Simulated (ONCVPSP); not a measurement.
**What one change does to a pseudopotential (Pt, ONCV)**

ONCVPSP 4.0.1 input, shortened (lines: element, Z, core and valence counts, functional; n l f; lmax; l rc ep ncon nbas qcut; lloc lpopt rc5 dvloc0; l nproj debl; icmod fcfact rcfact), PBE, scalar-relativistic:

```
  Pt 78.00   10    4        4      upf
    1    0    2.00
    2    0    2.00
    2    1    6.00
    3    0    2.00
    3    1    6.00
    3    2   10.00
    4    0    2.00
    4    1    6.00
    4    2   10.00
    4    3   14.00
    5    0    2.00
    5    1    6.00
    5    2    9.00
    6    0    1.00
    2
    0    1.85    0.00    4    7    6.70
    1    1.05    0.00    4    7    7.80
    2    1.75    0.00    3    8    8.30
    4    5    0.65    1.00
    0    3    2.90
    1    3    3.30
    2    2    2.80
    3    4.25    1.60
```

Change: s: rc 1.48.

Cutoffs: the cutoffs (Ha) at which the residual kinetic energy of the hardest occupied pseudo-wave falls to 1 and 0.1 mHa per electron; they do not see the model core or the augmentation charge, which bear on the density cutoff. Errors are all-electron minus pseudo energies relative to the spin-unpolarised reference configuration.

Q: Predict the effect on cutoff, ghosts and configuration errors.

A: The potential gets neither clearly harder nor softer (96 Ha and 126 Ha → 96 Ha and 126 Ha); both files keep a bound ghost (p, s); of the 4 tests that both files solve, the error grows in 0 and shrinks in 1 by more than 15 % and 0.3 meV (median size 20.8 → 19.9 meV).

| quantity | base | changed |
| --- | --- | --- |
| cutoff, loose | 96 Ha | 96 Ha |
| cutoff, tight | 126 Ha | 126 Ha |
| loose cutoff by channel | s 15 Ha, p 96 Ha, d 20 Ha | s 21 Ha, p 96 Ha, d 20 Ha |
| bound ghosts | s, p | s, p |
| GHOST(+) flags under 300 eV | d at 247.4 eV, p at 289.3 eV | d at 247.4 eV, p at 289.3 eV |
| error for 5s2 5p6 5d9 6s0, meV [ΔE 9.19 eV] | -8.7 | -7.0 |
| error for 5s2 5p6 5d8 6s0, meV [ΔE 29.16 eV] | -11 | -9.9 |
| error for 5s2 5p6 5d7 6s0, meV [ΔE 61.38 eV] | -30 | -30 |
| error for 5s2 5p5 5d9 6s1, meV [ΔE 62.15 eV] | -91 | -93 |
| p: phases at 1.07 bohr within 0.05 rad from the reference energy up to (Ha; the scan ends near 5) | to the end of the scan | to the end of the scan |
| d: phases at 1.78 bohr within 0.05 rad from the reference energy up to (Ha; the scan ends near 5) | to the end of the scan | to the end of the scan |
| rms error of d²Exc/dni dnj with the model core, mHa | 2.89 | 2.64 |

 A true bound ghost makes a file unfit for plane-wave use even where its test errors are small: the radial tests pick states by their node count and pass the ghost by.
